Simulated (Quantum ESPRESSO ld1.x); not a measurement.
Input (ld1.x (Quantum ESPRESSO 7.5)):

```
 &input
    atom='Gd',
    iswitch=1,
    rel=1,
    lsd=1,
    dft='PW',
    config='[Ar] 3d10 4s1 4p0 5s0',
    verbosity='high',
    prefix='ld1',
    max_out_wfc=37,
    file_charge='ld1.rho',
 /
```

Command: `OMP_NUM_THREADS=1 ld1.x < ld1.in > ld1.out`

Output:

```
     Program LD1 v.7.5 starts

     --------------------------- All-electron run ----------------------------

     scalar relativistic calculation

     atomic number is 64.00
     dft =PW   lsd =1 sic =0 latt =0  beta=0.20 tr2=1.0E-14
     Exchange-correlation= PW
                           (   1   4   0   0   0   0   0)
     mesh =2097 r(mesh) = 100.39545 a.u. xmin = -8.00 dx = 0.00800
     1 Ry =  13.60569312 eV, c = 137.03599908

     n l     nl                  e(Ry)          e(Ha)          e(eV)
     1 0     1S 1( 1.00)   -3785.294666668   -1892.647333334 -51501.5576148
     2 0     2S 1( 1.00)    -711.187493672    -355.593746836  -9676.1987918
     2 1     2P 1( 3.00)    -644.919132102    -322.459566051  -8774.5718005
     3 0     3S 1( 1.00)    -232.501907054    -116.250953527  -3163.3495979
     3 1     3P 1( 3.00)    -211.911770289    -105.955885145  -2883.2065157
     3 2     3D 1( 5.00)    -185.464187530     -92.732093765  -2523.3688208
     4 0     4S 1( 1.00)    -111.596875685     -55.798437843  -1518.3528441
     4 1     4P 1( 0.00)    -103.770949655     -51.885474827  -1411.8756961
     5 0     5S 1( 0.00)     -65.516236436     -32.758118218   -891.3938075
     1 0     1S 2( 1.00)   -3785.219863108   -1892.609931554 -51500.5398605
     2 0     2S 2( 1.00)    -711.139844587    -355.569922293  -9675.5504930
     2 1     2P 2( 3.00)    -644.872504337    -322.436252169  -8773.9373975
     3 0     3S 2( 1.00)    -232.418124268    -116.209062134  -3162.2096750
     3 1     3P 2( 3.00)    -211.825013677    -105.912506838  -2882.0261319
     3 2     3D 2( 5.00)    -185.387373198     -92.693686599  -2522.3237086
     4 0     4S 2( 0.00)    -111.013457519     -55.506728759  -1510.4150355
     4 1     4P 2( 0.00)    -103.185507684     -51.592753842  -1403.9103523
     5 0     5S 2( 0.00)     -65.224869573     -32.612434786   -887.4295594

     final scf error:  2.9E-15 reached in  18 iterations

     Etot =  -21107.680103 Ry,  -10553.840052 Ha, -287184.618024 eV
     Total magnetization:    1.00 Bohr mag.

     Ekin =   22753.197694 Ry,   11376.598847 Ha,  309573.025398 eV
     Encl =  -48149.625620 Ry,  -24074.812810 Ha, -655109.030172 eV
     Eh   =    4668.119288 Ry,    2334.059644 Ha,   63512.998488 eV
     Exc  =    -379.371465 Ry,    -189.685733 Ha,   -5161.611738 eV

     normalization and overlap integrals

     s(1S/1S) =  1.000000  <r> =   0.0219  <r2> =    0.0007  r(max) =   0.0140
     s(1S/2S) = -0.022952
     s(1S/3S) = -0.010111
     s(1S/4S) = -0.005672
     s(1S/5S) = -0.003795
     s(2S/2S) =  1.000000  <r> =   0.0932  <r2> =    0.0102  r(max) =   0.0793
     s(2S/3S) = -0.006360
     s(2S/4S) = -0.003397
     s(2S/5S) = -0.002235
     s(2P/2P) =  1.000000  <r> =   0.0822  <r2> =    0.0082  r(max) =   0.0639
     s(2P/3P) = -0.005136
     s(2P/4P) = -0.002678
     s(3S/3S) =  1.000000  <r> =   0.2404  <r2> =    0.0659  r(max) =   0.2225
     s(3S/4S) = -0.002429
     s(3S/5S) = -0.001509
     s(3P/3P) =  1.000000  <r> =   0.2378  <r2> =    0.0654  r(max) =   0.2172
     s(3P/4P) = -0.002148
     s(3D/3D) =  1.000000  <r> =   0.2147  <r2> =    0.0538  r(max) =   0.1764
     s(4S/4S) =  1.000000  <r> =   0.4826  <r2> =    0.2615  r(max) =   0.4757
     s(4S/5S) = -0.001203
     s(4P/4P) =  1.000000  <r> =   0.4922  <r2> =    0.2737  r(max) =   0.4873
     s(5S/5S) =  1.000000  <r> =   0.8087  <r2> =    0.7314  r(max) =   0.8396
     s(1S/1S) =  1.000000  <r> =   0.0219  <r2> =    0.0007  r(max) =   0.0140
     s(1S/2S) = -0.022952
     s(1S/3S) = -0.010114
     s(1S/4S) = -0.005685
     s(1S/5S) = -0.003773
     s(2S/2S) =  1.000000  <r> =   0.0932  <r2> =    0.0102  r(max) =   0.0793
     s(2S/3S) = -0.006362
     s(2S/4S) = -0.003404
     s(2S/5S) = -0.002222
     s(2P/2P) =  1.000000  <r> =   0.0822  <r2> =    0.0082  r(max) =   0.0639
     s(2P/3P) = -0.005138
     s(2P/4P) = -0.002683
     s(3S/3S) =  1.000000  <r> =   0.2403  <r2> =    0.0658  r(max) =   0.2225
     s(3S/4S) = -0.002435
     s(3S/5S) = -0.001501
     s(3P/3P) =  1.000000  <r> =   0.2377  <r2> =    0.0653  r(max) =   0.2172
     s(3P/4P) = -0.002153
     s(3D/3D) =  1.000000  <r> =   0.2145  <r2> =    0.0537  r(max) =   0.1764
     s(4S/4S) =  1.000000  <r> =   0.4821  <r2> =    0.2610  r(max) =   0.4757
     s(4S/5S) = -0.001200
     s(4P/4P) =  1.000000  <r> =   0.4917  <r2> =    0.2733  r(max) =   0.4834
     s(5S/5S) =  1.000000  <r> =   0.8118  <r2> =    0.7366  r(max) =   0.8396

     ------------------------ End of All-electron run ------------------------
```

Run on one thread of a shared host, so times are rough (Intel(R) Xeon(R) Processor @ 2.60GHz): 0.43 s of CPU time, 1.7 s wall, 18 iterations on 2097 mesh points.
